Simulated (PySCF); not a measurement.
C4H10BN, SMILES C[C@H]1CCB1N. The structure is a stationary point at B3LYP-D3(BJ)/def2-SVP. The structure was generated by enumeration; whether it is a known compound was not checked. Other conformers were not sampled.

Computed equilibrium geometry at B3LYP-D3(BJ)/def2-SVP (PySCF confirms it by a frequency run) as bond lengths and angles (one conformer of several):
Atoms: C1 C2 C3 C4 B5 N6 H7 H8 H9 H10 H11 H12 H13 H14 H15 H16. Bond lengths (Å): C1–C2 1.523, C1–H7 1.104, C1–H8 1.104, C1–H9 1.104, C2–C3 1.567, C2–B5 1.594, C2–H10 1.106, C3–C4 1.564, C3–H11 1.103, C3–H12 1.103, C4–B5 1.591, C4–H13 1.103, C4–H14 1.101, B5–N6 1.391, N6–H15 1.014, N6–H16 1.014. Bond angles (°): C2–C1–H7 112.3, C2–C1–H8 111.5, C2–C1–H9 111.2, H7–C1–H8 107.1, H7–C1–H9 107.2, H8–C1–H9 107.2, C1–C2–C3 119.3, C1–C2–B5 123.4, C1–C2–H10 110.2, C3–C2–B5 84.0, C3–C2–H10 107.8, B5–C2–H10 109.2, C2–C3–C4 93.8, C2–C3–H11 110.3, C2–C3–H12 116.6, C4–C3–H11 110.8, C4–C3–H12 116.9, H11–C3–H12 107.8, C3–C4–B5 84.2, C3–C4–H13 110.8, C3–C4–H14 117.7, B5–C4–H13 112.6, B5–C4–H14 121.6, H13–C4–H14 108.3, C2–B5–C4 91.7, C2–B5–N6 132.8, C4–B5–N6 133.9, B5–N6–H15 123.3, B5–N6–H16 122.9, H15–N6–H16 113.8.
Charge 0, spin multiplicity 1.
